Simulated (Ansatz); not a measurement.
Reaction (atomization): `[F][Al]([F])[I]` → Al• + 2 F• + I•

Computed with Ansatz on PBE0-D4/def2-TZVP structures; ΔE is electronic, products minus reactants. CCSD(T)/CBS adds triple-zeta CCSD(T) − MP2 to the extrapolated MP2 energy (def2 sets, frozen cores). This one scheme is used for every species, atoms too. Functionals use def2-TZVPP. Open shells (•) are unrestricted, without spin–orbit coupling. Spin–orbit coupling would lower the free atoms: a little for Al, F; strongly for I. Elements past krypton have def2 core potentials. For I outer-core shells are correlated without core-valence functions, so the limit isn't a true one: a few kJ/mol of doubt a bond, and 10 to 20 or more in all where bonds break to atoms.

```csv
level,ΔE (kJ/mol)
BLYP-D4,1470.7
PBE-QIDH,1477.6
```

Q: What does CCSD(T)/CBS give? (An estimate is asked.)

A: Computed: +1517.2 kJ/mol. The listed levels differ from it by -46.5, -39.6 kJ/mol.

Largest T1 diagnostic among the species: 0.018.

In def2-TZVPP, CCSD(T) changes the Hartree–Fock value by +339.5 kJ/mol (the triples alone add +28.8 kJ/mol) and MP2 by +435.0 kJ/mol; breaking electron pairs costs correlation energy, which Hartree–Fock lacks. Leaving LDA and LC-ωPBE aside and taking each functional with its dispersion term where it has one, the values, not all of them listed here, spread over 96.2 kJ/mol, from BHLYP-D4 to PBE-D4. LDA lies +199.5 kJ/mol from PBE without D4, its usual overbinding.

For atomizations the MP2-based limit and the directly extrapolated one differ by several kJ/mol either way, and by 10 to 25 for some Ge, Se and Sn compounds, so smaller differences from it don't rank the levels.
